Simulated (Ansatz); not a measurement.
Basis-set series for C$_{2}$H$_{5}$FZn, SMILES `C[CH2][Zn][F]`. Charge 0, multiplicity 1. Geometry: relaxed with PBE0-D4/def2-TZVP. It is one conformer, not always the lowest.

| functional | basis | functions | energy (Eh) | HOMO (eV) | LUMO (eV) |
| --- | --- | --- | --- | --- | --- |
| PBE0-D4 | def2-SVP | 98 | -1957.65133 | -7.88 | -0.27 |
| PBE0-D4 | def2-QZVPP | 421 | -1958.18112 | -8.04 | -0.63 |
| ωB97M-V | def2-SVP | 98 | -1957.91156 | -10.07 | 1.12 |
| ωB97M-V | def2-QZVPP | 421 | -1958.44829 | -10.26 | 0.56 |

Problem. Give the rows for def2-TZVPP. (Estimate.)

Solution. Computed: 
| functional | basis | functions | energy (Eh) | HOMO (eV) | LUMO (eV) |
| --- | --- | --- | --- | --- | --- |
| PBE0-D4 | def2-TZVPP | 227 | -1958.12573 | -8.06 | -0.49 |
| ωB97M-V | def2-TZVPP | 227 | -1958.39463 | -10.28 | 1.02 |

Positive LUMOs are unbound and depend on the basis. Scalar relativity is left out up to krypton.
